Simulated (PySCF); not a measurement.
Species: C₃H₁₆Si₄.
Bonds: C1–C2, C2–C3, C2–Si4, Si4–Si5, Si5–Si6, Si6–Si7. Hydrogens: H8, H9, H10 on C1; H11 on C2; H12, H13, H14 on C3; H15, H16 on Si4; H17, H18 on Si5; H19, H20 on Si6; H21, H22, H23 on Si7.

Computed, not measured: PBE0-D3(BJ)/def2-SVP geometry optimisation, gas phase in PySCF 2.14.0.

(1) List the bond lengths, angles and torsions at this level.

## Answers

(1) 
| bond | length (bohr) |
| --- | --- |
| C1–C2, C2–C3 | 2.887 |
| C2–Si4 | 3.593 |
| Si4–Si5 | 4.437 |
| Si5–Si6 | 4.435 |
| Si6–Si7 | 4.433 |
| C1–H8 and 5 like bonds | 2.083 |
| C2–H11 | 2.091 |
| Si4–H15, Si4–H16 | 2.833 |
| Si5–H17, Si5–H18 | 2.831 |
| Si6–H19, Si6–H20 | 2.831 |
| Si7–H21, Si7–H22, Si7–H23 | 2.827 |

Bonds in one row agree within 0.02 bohr and their mean is given. A selection of angles:
| angle | degrees |
| --- | --- |
| C2–C1–H8 | 112.0 |
| H8–C1–H9 | 107.6 |
| C1–C2–C3 | 112.1 |
| C1–C2–Si4 | 111.3 |
| C1–C2–H11 | 108.3 |
| Si4–C2–H11 | 105.2 |
| C2–Si4–Si5 | 109.5 |
| C2–Si4–H15 | 110.1 |
| Si5–Si4–H15 | 110.9 |
| Si5–Si4–H16 | 108.3 |
| H15–Si4–H16 | 107.9 |
| Si4–Si5–Si6 | 106.5 |
| Si4–Si5–H17 | 111.2 |
| Si6–Si5–H17 | 108.9 |
| H17–Si5–H18 | 108.3 |
| Si5–Si6–Si7 | 108.1 |
| Si5–Si6–H19 | 112.1 |
| Si5–Si6–H20 | 109.3 |
| Si7–Si6–H19 | 110.3 |
| H19–Si6–H20 | 108.2 |
| Si6–Si7–H21 | 109.1 |
| Si6–Si7–H22 | 111.9 |
| H21–Si7–H22 | 108.6 |
| H21–Si7–H23 | 108.4 |

Dihedral angles: C1–C2–Si4–Si5 -177° (antiperiplanar); C2–Si4–Si5–Si6 45° (synclinal); Si4–Si5–Si6–Si7 54° (synclinal). The mirror-image conformer, all signs reversed, is as good.

Si6 (SiH2 silicon) is tetrahedral (angles from 108.1° to 112.1°). Si4 (SiH2 silicon) is tetrahedral (angles from 107.9° to 110.9°). Si5 (SiH2 silicon) is tetrahedral (angles from 106.5° to 111.5°). All 3 Si–Si bonds measure 2.346 to 2.348 Å. Of the pairs four or more bonds apart, Si5···H12 is among the closest relative to their van der Waals radii: 3.16 Å, 96 % of the sum of Bondi's values. Si7 (SiH3 silicon) is tetrahedral (angles from 108.4° to 111.9°).

Point group: C1 (no symmetry element, even within 0.4 Å). No frequency check. The numbers are those of one conformer.

The run took 6.8 min of wall time on one thread of an Arm Neoverse N1, on a shared host, and the process peaked at 0.88 GiB of memory. That covers the optimisation of the geometry.
